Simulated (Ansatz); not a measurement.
Start from `NCCN` and change one atom or group to get `NCC[CH2][AlH2]`.

Ansatz, PBE0-D4/def2-TZVP geometries, multiplicity 1. Each molecule was computed in one conformer, which needn't be the lowest.

| property | `NCCN` |
| --- | --- |
| size of the dipole moment (B3LYP/def2-TZVPP) / D | 2.14 |
| HOMO–LUMO gap (PBE/def2-TZVPP) / eV | 5.20 |
| LUMO energy (ωB97M-V/def2-TZVPP) / eV | 2.25 |
| HOMO–LUMO gap (PBE0/def2-TZVPP) / eV | 7.49 |
| size of the dipole moment (ωB97M-V/def2-TZVPP) / D | 2.18 |
| LUMO energy (B3LYP/def2-TZVPP) / eV | 0.48 |

Task: What does the change do to each property? (Best estimate.)

Result: Ansatz gave: 
```tsv
property	`NCC[CH2][AlH2]`	shift
size of the dipole moment (B3LYP/def2-TZVPP) / D	0.88	-1.26
HOMO–LUMO gap (PBE/def2-TZVPP) / eV	4.09	-1.11
LUMO energy (ωB97M-V/def2-TZVPP) / eV	0.59	-1.66
HOMO–LUMO gap (PBE0/def2-TZVPP) / eV	6.26	-1.23
size of the dipole moment (ωB97M-V/def2-TZVPP) / D	0.78	-1.40
LUMO energy (B3LYP/def2-TZVPP) / eV	-1.20	-1.68
```

With PBE0 the HOMO falls by 0.61 eV and the LUMO falls by 1.84 eV, so the gap narrows by about 1.23 eV. PBE moves the HOMO by -0.67 eV and ωB97M-V by -0.55 eV. Dipoles are sizes alone; their direction can turn.

B3LYP here is the variant with VWN-RPA as its local correlation; programs differ in this.
